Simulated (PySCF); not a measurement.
C3H5BO2.
Atom-mapped SMILES: `[CH3:1][C:2]#[C:3][B:4]([OH:5])[OH:6]` (hydrogens: H7, H8, H9 on C1; H10 on O5; H11 on O6)

Theory: TDDFT CAM-B3LYP/def2-SVPD, vertical, gas phase, core orbitals frozen in the response in PySCF 2.14.0, density-fitted response routines. The structure is a single PBE0-D3(BJ)/def2-SVP conformer in the gas phase; no vibrational or solvent corrections. Torsions of this conformer, `[CH3:1][C:2]#[C:3][B:4]([OH:5])[OH:6]`: H–O5–B4–C3 0°, H–O6–B4–C3 180°.

Computed states:

| state | E (eV) | f |
| --- | --- | --- |
| S1 | 5.52 | 0.0001 |
| S2 | 6.12 | 0.042 |
| S3 | 6.60 | 0.0012 |
| S4 | 6.98 | 0.032 |
| S5 | 7.08 | 0.0098 |
| S6 | 7.87 | 0.030 |
| S7 | 7.96 | 0.0001 |
| S8 | 8.27 | 0.0001 |
| S9 | 8.41 | 0.521 |
| S10 | 8.63 | 0.098 |

Broadening: Gaussians 0.3 eV wide at half height, area fixed by f = 4.319×10⁻⁹ ∫ε dν̃. The cross-section is σ = 3.8235×10⁻²¹ ε cm², given in Mb (10⁻¹⁸ cm²). The width is an assumption, not a result. The curve ends short of the highest state used, and states not computed would add to its high-energy end.

Q: What does the envelope look like, and where are its maxima?

A: 
```json
{"E (eV)": "5.07", "σ (Mb)": "0.00"}
{"E (eV)": "5.18", "σ (Mb)": "0.00"}
{"E (eV)": "5.28", "σ (Mb)": "0.01"}
{"E (eV)": "5.38", "σ (Mb)": "0.02"}
{"E (eV)": "5.48", "σ (Mb)": "0.03"}
{"E (eV)": "5.58", "σ (Mb)": "0.03"}
{"E (eV)": "5.69", "σ (Mb)": "0.06"}
{"E (eV)": "5.79", "σ (Mb)": "0.49"}
{"E (eV)": "5.89", "σ (Mb)": "2.76"}
{"E (eV)": "5.99", "σ (Mb)": "8.47"}
{"E (eV)": "6.09", "σ (Mb)": "14.07"}
{"E (eV)": "6.20", "σ (Mb)": "12.07"}
{"E (eV)": "6.30", "σ (Mb)": "5.52"}
{"E (eV)": "6.40", "σ (Mb)": "1.47"}
{"E (eV)": "6.50", "σ (Mb)": "0.49"}
{"E (eV)": "6.60", "σ (Mb)": "0.54"}
{"E (eV)": "6.71", "σ (Mb)": "1.47"}
{"E (eV)": "6.81", "σ (Mb)": "4.96"}
{"E (eV)": "6.91", "σ (Mb)": "10.95"}
{"E (eV)": "7.01", "σ (Mb)": "13.81"}
{"E (eV)": "7.11", "σ (Mb)": "9.99"}
{"E (eV)": "7.22", "σ (Mb)": "3.76"}
{"E (eV)": "7.32", "σ (Mb)": "0.89"}
{"E (eV)": "7.42", "σ (Mb)": "0.14"}
{"E (eV)": "7.52", "σ (Mb)": "0.25"}
{"E (eV)": "7.62", "σ (Mb)": "1.53"}
{"E (eV)": "7.73", "σ (Mb)": "5.72"}
{"E (eV)": "7.83", "σ (Mb)": "9.92"}
{"E (eV)": "7.93", "σ (Mb)": "9.42"}
{"E (eV)": "8.03", "σ (Mb)": "6.65"}
```

Maxima: 224 nm (5.53 eV), ε about 9.1, made up of S1 (99%); 203 nm (6.12 eV), ε about 3800, made up of S2 (100%); 177 nm (7.00 eV), ε about 3600, made up of S4 (80%) and S5 (20%); 158 nm (7.87 eV), ε about 2700, made up of S6 (100%) (ε in L mol⁻¹ cm⁻¹; maxima over ε = 5, shares over 10%). At its high-energy end, 8.03 eV, the curve is still rising (ε about 1700, from S6 and S9).

Q: Coming from long wavelengths, where does ε first pass 100 L mol⁻¹ cm⁻¹?

A: At about 215 nm (5.78 eV), 0.26 eV above S1.

Q: Does any computed singlet lie in the visible range?

A: No computed singlet lies in the visible range (380 to 750 nm); the lowest, at 224 nm, stands 2.26 eV above its violet end (3.26 eV).

Q: On this curve, what absorbance would a 10⁻³ mol/L sample give at 193 nm over a 1 cm path?

A: 193 nm is 6.424 eV, where ε is about 270 L mol⁻¹ cm⁻¹, so A = ε c l ≈ 0.27 (Beer–Lambert, with the gas-phase spectrum and the assumed width).

All these states lie below the vertical ionisation energy of 10.09 eV (ΔSCF).
